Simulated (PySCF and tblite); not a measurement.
Results of a calculation; reference values are marked as such.
# Barrier and rate of a rotation

System: C₃H₇BO₃Si, numbered as in [OH:1][B:2]([OH:3])[C:4]1=[CH:5][O:6][CH2:7][SiH2:8]1.

Motion: rotation about the B2–O3 bond (torsion O1–B2–O3–H from 0° to 179°, rising). The path came from a restrained scan, a climbing-image band and a saddle search at GFN2-xTB; energies are PBE0/pcSseg-1 + D3(BJ)//GFN2-xTB, thermal terms GFN2-xTB. Rates follow Eyring's equation with the number of equivalent paths and no tunnelling. (PySCF 2.14 with density fitting, tblite 0.8.)

| point | symmetry | E(GFN2) kcal/mol | E(DFT) kcal/mol | ZPE change kcal/mol | lowest mode cm⁻¹ | dipole D |
| --- | --- | --- | --- | --- | --- | --- |
| start | Cs | 0.0 | 0.0 | 0.00 | 37 | 0.86 |
| saddle | C1 | 11.5 | 10.8 | -1.16 | 600i | 2.25 |
| end | C1 | 4.7 | 4.1 | -0.12 | 16 | 3.32 |

* Electronic barrier: 10.8 kcal/mol
* Barrier with zero-point energy: 9.7 kcal/mol
* ΔH‡ (298 K): 9.6 kcal/mol
* ΔS‡ (298 K, symmetry apart): -0.3 cal/(mol K)
* Paths: 2 equivalent paths
* End point: a different minimum
* Mean lifetime of the start against this motion at 298 K: 1 µs
* Cost: 4.4 min on 1 thread of Intel Xeon @ 2.50GHz, on a host shared with other jobs (rough), peak memory 0.84 GiB, launched as `OMP_NUM_THREADS=1 python ens_run.py task.json out`

| T/K | ΔG‡ kcal/mol | k s⁻¹ | ΔG kcal/mol | k back s⁻¹ |
| --- | --- | --- | --- | --- |
| 150 | 9.7 | 0.053 | 3.9 | 1.3×10⁴ |
| 200 | 9.7 | 231 | 3.9 | 2×10⁶ |
| 250 | 9.7 | 3.7×10⁴ | 3.8 | 4.1×10⁷ |
| 298 | 9.7 | 9.9×10⁵ | 3.8 | 3×10⁸ |
| 350 | 9.7 | 1.3×10⁷ | 3.7 | 1.4×10⁹ |
| 400 | 9.7 | 8×10⁷ | 3.7 | 4.2×10⁹ |
| 500 | 9.8 | 1.1×10⁹ | 3.6 | 2×10¹⁰ |

ΔG and ΔG‡ leave out symmetry numbers and mirror images; rates count paths: 2 out, 1 back.
